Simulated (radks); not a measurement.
Task: These are the eigenvalues of the occupied orbitals of an atom or ion with whole-number occupations (hartree). Calculated with a radial shooting solver on a logarithmic mesh with Libxc functionals: Dirac Kohn-Sham, PBEsol, spin-unpolarised, spherical densities, finite nucleus; Fermi nuclear charge, rms radius of each element as measured or else 0.836 A^(1/3) + 0.57 fm.

orbital  eigenvalue
1s1/2     -728.3150
2s1/2     -103.4302
2p1/2     -95.22316
2p3/2     -91.31097
3s1/2     -18.15694
3p1/2     -15.03424
3p3/2     -14.38983
3d3/2      -8.86413
3d5/2      -8.74207
4s1/2      -3.03219
4p1/2      -2.14196
4p3/2      -2.04912
4d3/2      -0.76712

Which element is it, and in what charge state? The configuration may be excited. Open shells, if any, fill j = l - 1/2 first.

Result: Z = 42, molybdenum, charge +2: Mo2+ in [Kr] 4d4. The list shows which subshells hold electrons but not how many an open one holds; the 1s level, -728.32 hartree, gives Z - s = 38.2 by -(Z - s)^2/2, which with screening and relativity narrows Z to a few neighbours, and the depths of the outer levels then fix element, charge and occupations together.
